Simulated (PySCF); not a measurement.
Highest harmonic wavenumber (cm⁻¹) of eight silicon and germanium compounds: PBE-D3(BJ) beside PBE0-D3(BJ), computed with PySCF for isolated molecules in the bases named; differences from unrounded values. The eight are the first of their class met in an unordered collection, after screening for sound electronic states; none was chosen by its value. Each level has its own optimised geometry.

```
molecule                                                                   basis  PBE0-D3(BJ)  PBE-D3(BJ)  difference
----------------------------------------------------------------------  --------  -----------  ----------  ----------
CH8GeOSi, SMILES [GeH2]([SiH3])[CH2]O                                   def2-SVP         3881        3700        -181
C2H9NOSi, SMILES CC[Si@@H](N)O                                          def2-SVP         3929        3750        -179
GeH7NOSi, SMILES N[SiH2][O][GeH3]                                       def2-SVP         3709        3580        -129
F2H5NSi2, SMILES F[SiH2]N[SiH2]F                                        def2-SVP         3613        3500        -114
trifluoro(fluorosilyloxy)silane (F4H2OSi2), SMILES F[SiH2]O[Si](F)(F)F  def2-SVP         2322        2246         -76
C₂H₈GeO, SMILES [GeH2]([O]C)[CH3]                                       def2-SVP         3191        3105         -86
C2H8O2Si2, SMILES O[Si@H]1C[SiH2]CO1                                    def2-SVP         3932        3761        -171
CH9ClOSi3, SMILES O([SiH2]C)[Si@H]([SiH3])Cl                            def2-SVP         3173        3087         -86
```

PBE-D3(BJ) lies below PBE0-D3(BJ) in 8 and above it in 0 of the eight; the mean signed difference is -128 and the largest -181 cm⁻¹.
